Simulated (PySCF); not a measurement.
H4AlO4, charge -1, singlet, geometry from GFN2-xTB (such geometries of metal compounds can be far from the true shape) (in this run its highest filled SCF level lies above zero, so its values depend strongly on the basis, on diffuse functions most of all); PySCF with PBE/STO-3G.

PySCF was given this input:
```python
from pyscf import gto, scf, dft

mol = gto.Mole()
mol.atom = '''
    Al   -0.00000000   -0.00000000   -0.00000000
    O     1.60013122   -0.41861514   -0.56945509
    H     1.76427401   -0.41833359   -1.50225942
    O     0.11470341    0.26263230    1.72563179
    H     0.83851758    0.77410115    2.05963706
    O    -0.51994549    1.40745130   -0.89926369
    H    -1.43029173    1.66471842   -0.85289347
    O    -1.19488915   -1.25146846   -0.25691301
    H    -1.17249985   -2.02048599    0.29551583
'''
mol.basis = 'sto-3g'
mol.charge = -1
mol.verbose = 4
mol.build()

mf = dft.RKS(mol)
mf.xc = 'pbe'
mf.diis = False
mf.damp = 0.3
mf.diis_start_cycle = 200
mf.max_cycle = 150
mf.kernel()
mf.analyze()
```

Q: Predict the main parts of the log of this PySCF run.

A: 
```
PySCF version 2.14.0

[INPUT] verbose = 4
[INPUT] num. atoms = 9
[INPUT] num. electrons = 50
[INPUT] charge = -1
[INPUT] spin (= nelec alpha-beta = 2S) = 0
[INPUT] symmetry False subgroup None
[INPUT] Mole.unit = angstrom
[INPUT] Symbol           X                Y                Z      unit          X                Y                Z       unit  Magmom
[...]
nuclear repulsion = 242.779385348589
number of shells = 21
number of NR pGTOs = 99
number of NR cGTOs = 33
basis = sto-3g
ecp = {}

******** <class 'pyscf.dft.rks.RKS'> ********
method = RKS
initial guess = minao
damping factor = 0.3
level_shift factor = 0
DIIS disabled
SCF conv_tol = 1e-09
SCF conv_tol_grad = None
SCF max_cycles = 150
direct_scf = True
direct_scf_tol = 1e-13
XC library pyscf.dft.libxc version 7.1.2
    S. Lehtola, C. Steigemann, M. J. T. Oliveira, and M. A. L. Marques,  SoftwareX 7, 1–5 (2018)
XC functionals = pbe
    J. P. Perdew, K. Burke, and M. Ernzerhof,  Phys. Rev. Lett. 77, 3865 (1996)
    J. P. Perdew, K. Burke, and M. Ernzerhof,  Phys. Rev. Lett. 78, 1396 (1997)
    J. P. Perdew, K. Burke, and M. Ernzerhof,  Phys. Rev. Lett. 77, 3865 (1996)
    J. P. Perdew, K. Burke, and M. Ernzerhof,  Phys. Rev. Lett. 78, 1396 (1997)
radial grids:
    Treutler-Ahlrichs [JCP 102, 346 (1995); DOI:10.1063/1.469408] (M4) radial grids

becke partition: Becke, JCP 88, 2547 (1988); DOI:10.1063/1.454033
pruning grids: <function nwchem_prune>
grids dens level: 3
symmetrized grids: False
atomic radii adjust function: <function treutler_atomic_radii_adjust>
small_rho_cutoff = 0
Set gradient conv threshold to 3.16228e-05
Initial guess from minao.
tot grids = 114744
init E= -538.580992311367
[...]
cycle= 1 E= -537.587797948224  delta_E= 0.993  |g|= 1.15  |ddm|= 3.61
[...]
cycle= 2 E= -538.007310835762  delta_E= -0.42  |g|= 0.432  |ddm|=  2.3
[...]
cycle= 3 E= -538.05610922128  delta_E= -0.0488  |g|= 0.184  |ddm|= 0.899
[...]
cycle= 4 E= -538.065365861578  delta_E= -0.00926  |g|= 0.0785  |ddm|= 0.391
[...]
cycle= 5 E= -538.066982178027  delta_E= -0.00162  |g|= 0.0335  |ddm|= 0.165
[...]
cycle= 6 E= -538.067282297245  delta_E= -0.0003  |g|= 0.0144  |ddm|= 0.0711
[...]
cycle= 7 E= -538.067336913657  delta_E= -5.46e-05  |g|= 0.00614  |ddm|= 0.0303
[...]
cycle= 8 E= -538.067346956925  delta_E= -1e-05  |g|= 0.00263  |ddm|= 0.013
[...]
cycle= 9 E= -538.067348796395  delta_E= -1.84e-06  |g|= 0.00113  |ddm|= 0.00556
[...]
cycle= 10 E= -538.067349133925  delta_E= -3.38e-07  |g|= 0.000483  |ddm|= 0.00238
[...]
cycle= 11 E= -538.067349195811  delta_E= -6.19e-08  |g|= 0.000207  |ddm|= 0.00102
[...]
cycle= 12 E= -538.067349207162  delta_E= -1.14e-08  |g|= 8.85e-05  |ddm|= 0.000437
[...]
cycle= 13 E= -538.067349209244  delta_E= -2.08e-09  |g|= 3.79e-05  |ddm|= 0.000187
[...]
cycle= 14 E= -538.067349209625  delta_E= -3.81e-10  |g|= 1.62e-05  |ddm|= 8.02e-05
[...]
Extra cycle  E= -538.067349209618  delta_E= 6.82e-12  |g|= 1.69e-05  |ddm|= 4.9e-05
converged SCF energy = -538.067349209618
**** SCF Summaries ****
Total Energy =                        -538.067349209618442
Nuclear Repulsion Energy =             242.779385348589074
One-electron Energy =                -1249.034019887579007
Two-electron Energy =                  468.187285329371491
Two-electron Coulomb Energy =          523.427241812888383
DFT Exchange-Correlation Energy =      -55.239956483516892
HOMO-LUMO gap [eV] =                     7.750118874427008
**** MO energy ****
[...]
 ** Mulliken pop on meta-lowdin orthogonal AOs  **
 ** Mulliken pop  **
[...]
 ** Mulliken atomic charges  **
charge of    0Al =      0.49948
charge of    1O =     -0.42924
charge of    2H =      0.05437
charge of    3O =     -0.42925
charge of    4H =      0.05437
charge of    5O =     -0.42925
charge of    6H =      0.05438
charge of    7O =     -0.42924
charge of    8H =      0.05437

WARN: System has nonzero charge -1; the dipole moment is origin-dependent.
Location of origin: [0. 0. 0.]

Dipole moment(X, Y, Z, Debye): -0.00001,  0.00003, -0.00000
```
